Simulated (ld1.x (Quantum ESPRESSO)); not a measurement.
phosphorus, TM: configuration errors across variants

phosphorus, norm-conserving Troullier–Martins (Kleinman–Bylander form), made with ld1.x (Quantum ESPRESSO) 7.5 (PBE, scalar-relativistic). Core [Ne], reference 3s2 3p3. Waves: 3s (bound): rc 1.50 bohr; 3p (bound): rc 1.75 bohr; 3d channel at 0.3 Ry: rc 1.80 bohr. Local part: all-electron potential smoothed inside 1.50 bohr (lloc = -2). Core correction: Bessel-smoothed model core inside 1.50 bohr.

All-electron excitation energies from the reference (eV): (1) 3s2 3p2 9.730; (2) 3s2 3p1 28.877; (3) 3s2 3p0 58.616; (4) 3s0 3p5 17.200; (5) 3s1 3p0 110.621; (6) 3s2 3p3.3 -1.307; (7) 3s2 3p2.5 3.775.

1 further variants failed, have other tests or too few solved ones, and are left out.

Errors AE − PS in meV (a dash: test not solved or not reliable):

| change | (1) | (2) | (3) | (4) | (5) | (6) | (7) | bound ghosts |
| --- | --- | --- | --- | --- | --- | --- | --- | --- |
| base | +2.7 | +21 | +74 | -4.1 | +225 | +0.2 | +0.4 | none |
| all radii but the core radius scaled by about 0.78 (s 1.16, p 1.36, d 1.40 bohr); local potential all-electron potential smoothed inside 1.16 bohr (lloc = -2) | +4.0 | +27 | +93 | +4.7 | +233 | +0.2 | +0.7 | none |
| local potential all-electron potential smoothed inside 0.98 bohr (lloc = -2) | +3.7 | +26 | +94 | -3.3 | +266 | +0.2 | +0.5 | none |
| wave 3d channel at 0.3 Ry: rc 1.80 bohr becomes 3d channel at 0.3 Ry: rc 1.68 bohr | +2.7 | +21 | +74 | -4.1 | +225 | +0.2 | +0.4 | none |
| local potential the p channel | +1.7 | +14 | +53 | -4.9 | +188 | +0.1 | +0.2 | none |
| wave 3s (bound): rc 1.50 bohr becomes 3s (bound): rc 1.22 bohr | +3.1 | +24 | +87 | -8.5 | +234 | +0.2 | +0.4 | none |
| wave 3d channel at 0.3 Ry: rc 1.80 bohr becomes 3d channel at 1.85 Ry: rc 1.80 bohr | +2.7 | +21 | +74 | -4.1 | +225 | +0.2 | +0.4 | none |
| wave 3p (bound): rc 1.75 bohr becomes 3p (bound): rc 2.32 bohr | +2.4 | +16 | +50 | +5.6 | +179 | +0.2 | +0.3 | none |

(1) Give the same row for: core correction none.

Results:

(1) +1.6, +15, +62, +1.1, +232, +0.1, +0.1; bound ghosts: none.
